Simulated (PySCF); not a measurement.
## Computed data sheet: HC(SiH3)3, CH10Si3

HC(SiH3)3, CH10Si3.
Bonds: C1–Si2, C1–Si3, C1–Si4. Hydrogens: H5 on C1; H6, H7, H8 on Si2; H9, H10, H11 on Si3; H12, H13, H14 on Si4.

From PBE0-D3(BJ)/def2-SVP geometry optimisation, gas phase (PySCF):

```
Point group                  : C3v
Rotational constants A, B, C : 2.811, 2.806, 1.525 GHz
```

From wB97X-D/def2-SVPD ground state and vertical TDDFT (core frozen in the response) (PySCF):

```
Dipole moment                                                     : 0.69 D
HOMO energy                                                       : -10.61 eV
LUMO energy                                                       : 1.59 eV
HOMO–LUMO gap                                                     : 12.20 eV
Lowest singlet excitation                                         : 7.90 eV (157 nm, f = 0.049 summed over 2 states within 0.01 eV)
Lowest triplet excitation (Tamm–Dancoff)                          : 7.55 eV
Static isotropic polarisability                                   : 95.4 au
Electronic spatial extent ⟨r²⟩ about the centre of nuclear charge : 858 bohr²
```

From PBE0/pcSseg-1 ground state and GIAO shieldings, non-relativistic (PySCF):

```
Lowest Hirshfeld atomic charge                              : -0.28 e on C1
Highest Hirshfeld atomic charge                             : +0.30 e on Si2/Si3/Si4
13C chemical shifts (computed TMS as zero) by class         : -23.8 (C1) ppm
1H chemical shifts (computed TMS as zero) by class          : 4.06 (H6/H7/H8/H9/H10/H11/H12/H13/H14), -0.95 (H5) ppm
Isotropic shieldings of nuclei other than C and H, by class : 414 (Si2/Si3/Si4) ppm
Mayer bond orders between heavy atoms                       : C1–Si2 0.88, C1–Si3 0.88, C1–Si4 0.88
```

delta-SCF UKS SCAN, pcX-2 on the ionised atom, pcseg-1 elsewhere, spin-free X2C; 2p3/2 from a spin–orbit splitting computed afterwards within the 2p shell (PySCF):

```
Core binding energies : Si2p3/2 106.8 (Si2/Si3/Si4), C1s 289.8 (C1), Si1s 1846.5 (Si2/Si3/Si4) eV
```

Monoisotopic mass (most abundant isotopes): 106.0090 u.

The rotational constants are those of an oblate symmetric top; the small spread among constants that symmetry makes equal is optimisation noise. No computed singlet falls in the visible range (750 to 380 nm, 1.65 to 3.26 eV); S1 lies 4.64 eV above its blue end. The 10 singlets span 7.90 to 8.72 eV, and their oscillator strengths add up to 0.13. S1 lies 4.30 eV below the HOMO–LUMO gap.

Geometry: PBE0-D3(BJ)/def2-SVP; no solvent or vibrations. NMR classes are plain means over equivalent atoms (diastereotopic ones count apart unless rotation or inversion swaps them), as if these changed places fast; in this geometry the members of some classes differ.

For the geometry optimisation (PBE0-D3(BJ)/def2-SVP), the run took 41 s of wall time on an Intel Xeon Platinum 8259CL at 2.50 GHz with one thread, shared host with 96 logical CPUs at a one-minute load of 45, and the process peaked at 0.46 GiB of memory.
